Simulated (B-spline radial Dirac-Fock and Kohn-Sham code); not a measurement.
# Xe⁶⁺: non-radiative channels of the 3p1/2 vacancy

System: xenon as Xe⁶⁺, configuration [Kr] 4d10 5s2, inside a Watson sphere of charge -6 and radius 1.8 Å (a model of the Madelung potential; inside it an electron's potential energy is raised by 48.0 eV).

The run's input, task.json:

```json
{"items": [{
  "Z": 54,
  "q": 6,
  "cfg": [[1, 0, 2], [2, 0, 2], [2, 1, 6], [3, 0, 2], [3, 1, 6], [3, 2, 10], [4, 0, 2], [4, 1, 6], [4, 2, 10], [5, 0, 2]],
  "A": 132,
  "rrms": 4.7859,
  "watson": [-6, 1.8],
  "do": ["binding", "quiet", "decay"],
  "holes": ["K", "L1", "L2", "L3", "M1", "M2", "M3", "M4", "M5", "N1", "N2", "N3", "N4", "N5"]
}]}
```

Launch: `python xray_run.py task.json out`

Calculated with a B-spline atomic structure program, using a relativistic independent-particle model: LDA orbitals of the hole state, radiative multipoles to third order, Auger rates from the Coulomb interaction with a continuum orbital, Dirac-Fock energies. Kinetic energies are configuration averages from the vacuum level; the two-hole energies are estimated from single-hole states.

```
transition  kinetic energy (eV)  width (meV)  share (%)
   M2-M3O1                 3.30         48.8        1.0
   M2-M4N1                31.31          720       15.2
   M2-M5N1                44.02          117        2.5
   M2-M4N2                86.24          674       14.3
   M2-M5N2                98.58          798       16.9
   M2-M4N3                99.12         1010       21.3
   M2-M5N3                112.0         83.8        1.8
   M2-M4N4                190.1          269        5.7
   M2-M4N5                191.6          297        6.3
   M2-M5N4                202.1         15.9        0.3
   M2-M5N5                204.8         37.9        0.8
   M2-M4O1                257.1          134        2.8
   M2-M5O1                269.8         15.4        0.3
   M2-N1N2                561.3         47.5        1.0
   M2-N2N2                611.8         34.0        0.7
   M2-N2N3                626.3          107        2.3
   M2-N2N5                717.4          159        3.4
   M2-N2N4                717.8         95.1        2.0
```

Coster-Kronig rates are the weakest part of this model and often come out 1.5 to 2.5 times too large. The listed channels hold 99 % of the non-radiative rate. Summed by principal shells, of 4.73 eV in all: MMN 85.1 %, MNN 10.5 %, MMO 4.2 %, MNO 0.3 %.
